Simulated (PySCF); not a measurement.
Electric field gradients and quadrupole coupling constants

Compound: C7H9N3.
Structure used (GFN2-xTB), in Å, numbered top down from 1:
```
atom  x, y, z in Å
C1     1.757   -0.776    1.580
C2     1.551    0.053    0.355
N3     2.637    0.625   -0.152
N4     2.586    1.353   -1.214
N5     1.483    1.552   -1.853
C6     0.354    1.023   -1.412
C7     0.298    0.241   -0.258
C8    -0.946   -0.335    0.269
C9    -2.250    0.413    0.117
C10   -2.017   -0.824   -0.677
H11    2.811   -0.759    1.841
H12    1.448   -1.805    1.397
H13    1.175   -0.382    2.411
H14   -0.521    1.242   -2.009
H15   -0.822   -0.900    1.183
H16   -2.942    0.377    0.945
H17   -2.229    1.366   -0.389
H18   -2.547   -1.723   -0.404
H19   -1.834   -0.733   -1.737
```

Field gradients from the PBE0/pcSseg-1 density (PySCF, non-relativistic), principal values in atomic units, ordered |Vxx| ≤ |Vyy| ≤ |Vzz|:

```csv
atom,Vxx,Vyy,Vzz
N3,0.4956,0.7336,-1.2292
N4,0.6379,0.7069,-1.3449
N5,0.4998,0.7594,-1.2592
```

Task: Find the asymmetry η = (Vxx − Vyy)/Vzz and the couplings χ = eQV/h (234.96 MHz × Q in barn × V in au), with Q(14N) = 0.02044 b.

Result: 
```
atom             environment  nucleus     η  χzz (MHz)  χxx (MHz)  χyy (MHz)
  N3  pyridine-type nitrogen      14N  0.19      -5.90       2.38       3.52
  N4  pyridine-type nitrogen      14N  0.05      -6.46       3.06       3.40
  N5  pyridine-type nitrogen      14N  0.21      -6.05       2.40       3.65
```

The tensor is traceless: Vxx + Vyy + Vzz = 0.

Task: What is Vzz at N5 in SI units (1 au = 9.71736 × 10²¹ V/m²)?

Result: -1.2592 au = -12.236 × 10²¹ V/m².

Task: And the gradient at the other heavy atoms, for which no coupling is worked out here?

Result: 
```csv
atom,environment,Vzz (au),η
C1,benzylic-type carbon,0.091,0.91
C2,substituted aromatic carbon,0.367,0.19
C6,aromatic CH next to a ring nitrogen,0.349,0.25
C7,substituted aromatic carbon,0.366,0.25
C8,benzylic-type carbon,0.189,0.42
C9,three-membered-ring carbon,0.195,0.14
C10,three-membered-ring carbon,0.194,0.15
```

Task: What couplings would deuterons (Q(2H) = 0.00286 b) have in place of the hydrogens, at this geometry?

Result: 
```csv
atom,bonded to,bond length (Å),Vzz (au),η,χzz (kHz)
H11,C1,1.086,0.3111,0.01,209
H12,C1,1.089,0.3108,0.03,209
H13,C1,1.089,0.3113,0.03,209
H14,C6,1.082,0.3178,0.06,214
H15,C8,1.082,0.3193,0.11,215
H16,C9,1.079,0.3303,0.07,222
H17,C9,1.080,0.3288,0.08,221
H18,C10,1.079,0.3304,0.07,222
H19,C10,1.080,0.3289,0.08,221
```

Isolated species at its GFN2-xTB geometry (one conformer only). GFN2-xTB bond lengths can be off by several hundredths of an ångström, more for odd bonds, and the gradients follow them. The small basis limits the accuracy of the gradients.
